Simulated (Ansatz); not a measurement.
Relaxation of BBrF3H (6 atoms, charge 0, multiplicity 1), to a largest force component of 0.03 eV/Å in at most 50 steps.

Level of theory: RKS PBE0/def2-SVP (Ansatz).

```xyz
6
Properties=species:S:1:pos:R:3
B -0.847 0.061 -0.532
F -0.520 1.095 0.288
F -1.592 -0.906 -0.071
F -0.451 0.086 -1.775
H 1.367 0.470 1.191
Br 2.044 -0.806 0.900
```

Where does it end, and by what steps?

It converged. The force dipped under the threshold on the way, but the program's further checks kept it going. After 15 steps the energy has fallen by 0.083 eV; H5 moved furthest, 0.43 Å.

| step | energy less start (eV) | largest force component (eV/Å) | accepted |
| --- | --- | --- | --- |
| 0 | 0.0000 | 1.165 | yes |
| 1 | -0.0556 | 0.975 | yes |
| 2 | -0.0117 | 1.057 | no |
| 3 | -0.0677 | 0.450 | yes |
| 4 | -0.0723 | 0.188 | yes |
| 5 | -0.0752 | 0.061 | yes |
| 6 | -0.0761 | 0.064 | yes |
| 7 | -0.0569 | 0.941 | no |
| 8 | -0.0805 | 0.016 | yes |
| 9 | -0.0783 | 0.401 | no |
| 10 | -0.0814 | 0.096 | yes |
| 11 | -0.0780 | 0.275 | no |
| 12 | -0.0823 | 0.053 | yes |
| 13 | -0.0828 | 0.022 | yes |
| 14 | -0.0831 | 0.031 | yes |
| 15 | -0.0832 | 0.029 | yes |

```xyz
6
Properties=species:S:1:pos:R:3
B -0.891 0.073 -0.555
F -0.739 1.155 0.177
F -1.569 -0.944 -0.081
F -0.429 0.046 -1.781
H 1.726 0.471 1.430
Br 1.903 -0.800 0.810
```

Time of the run: 27 s on 2 threads of Arm Neoverse V2 (shared host), peak memory 0.2 GiB.
